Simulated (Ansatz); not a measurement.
Relaxation of SnSe₄ with RKS PBE-D4/def2-SVP.

```sh
$ ansatz run in.yaml --threads 4 --pin off --events-out ev --progress --plain --max-ram 4787MiB
```

```yaml
crystal:
  periodic: [false, false, false]
  atoms:
    - {symbol: Sn, position_ang: [1.076790, 0.771110, 0.763980]}
    - {symbol: Se, position_ang: [1.458240, -1.420210, -0.624660]}
    - {symbol: Se, position_ang: [0.129960, 0.077650, -1.800220]}
    - {symbol: Se, position_ang: [-1.084310, -0.290690, 1.805540]}
    - {symbol: Se, position_ang: [-1.580680, 0.862140, -0.144650]}
basis:
  gaussian: {orbitals: def2-SVP}
hamiltonian: {xc: pbe, dispersion: d4}
scf: {lower_state_search: "off"}
output: {orbitals: {seedname: orbitals}}
relax: {f_tol: 0.02, max_steps: 100}
```

Run time 15 s (4 threads of Arm Neoverse V2 on a shared host).

Positions (Å) and forces (eV/Å) at steps 1, 2, 3, 4, 5, 6, 7, 8 of 8:

```xyz
5
step=1 energy=-267162.6949 eV
Sn    1.077    0.771    0.764    1.287    1.266    0.759
Se    1.458   -1.420   -0.625    0.014   -0.810   -0.164
Se    0.130    0.078   -1.800    0.543   -0.365   -1.390
Se   -1.084   -0.291    1.806   -0.488   -0.587    0.345
Se   -1.581    0.862   -0.145   -1.355    0.496    0.450
5
step=2 energy=-267162.9175 eV
Sn    1.208    0.887    0.849   -0.649   -0.605   -0.383
Se    1.433   -1.470   -0.641   -0.265    0.523    0.263
Se    0.151    0.042   -1.890    0.447   -0.162    0.045
Se   -1.122   -0.334    1.805    0.447    0.203   -0.394
Se   -1.670    0.875   -0.123    0.019    0.040    0.470
5
step=3 energy=-267163.0282 eV
Sn    1.164    0.893    0.802   -0.219   -0.070   -0.191
Se    1.367   -1.460   -0.566   -0.142    0.147   -0.028
Se    0.196    0.049   -1.904    0.307   -0.142    0.072
Se   -1.053   -0.383    1.757    0.042    0.067   -0.188
Se   -1.674    0.901   -0.088    0.012   -0.001    0.334
5
step=4 energy=-267163.0043 eV rejected
Sn    1.107    0.961    0.705   -0.081   -0.110   -0.039
Se    1.312   -1.490   -0.563    0.333   -0.618    0.827
Se    0.333    0.022   -1.906   -0.487    0.760   -0.612
Se   -1.063   -0.427    1.719    0.510   -0.696    0.660
Se   -1.689    0.934    0.044   -0.275    0.663   -0.836
5
step=5 energy=-267163.0672 eV
Sn    1.129    0.919    0.751   -0.027    0.074   -0.069
Se    1.334   -1.474   -0.539   -0.055   -0.043    0.030
Se    0.251    0.048   -1.906    0.112   -0.009   -0.037
Se   -1.035   -0.419    1.733    0.009   -0.060   -0.022
Se   -1.679    0.926   -0.038   -0.040    0.039    0.097
5
step=6 energy=-267163.0873 eV
Sn    1.114    0.981    0.703   -0.087   -0.041   -0.084
Se    1.254   -1.497   -0.489    0.061   -0.029    0.032
Se    0.316    0.057   -1.916    0.050    0.005   -0.017
Se   -0.998   -0.477    1.695    0.024   -0.059    0.040
Se   -1.686    0.936    0.007   -0.049    0.124    0.029
5
step=7 energy=-267163.1001 eV
Sn    1.071    1.039    0.629    0.011    0.026    0.002
Se    1.207   -1.525   -0.444    0.009   -0.047    0.024
Se    0.398    0.045   -1.928   -0.007    0.028   -0.032
Se   -0.976   -0.547    1.653    0.011   -0.039    0.031
Se   -1.700    0.988    0.090   -0.025    0.031   -0.025
5
step=8 energy=-267163.1010 eV
Sn    1.062    1.060    0.610    0.000    0.004   -0.003
Se    1.186   -1.535   -0.430    0.002    0.000    0.000
Se    0.423    0.045   -1.932    0.002   -0.003   -0.002
Se   -0.966   -0.568    1.641   -0.004   -0.005    0.000
Se   -1.705    0.998    0.111    0.001    0.004    0.004
```

In the def2 sets Sn takes a core potential; there is no spin–orbit coupling. The restricted singlet is unstable towards broken spin symmetry at other levels; at PBE-D4/def2-SVP this wasn't settled. Another isomer (singlet) lies 0.36 eV lower at PBE0-D4/def2-TZVP; other spin states weren't run for this one.
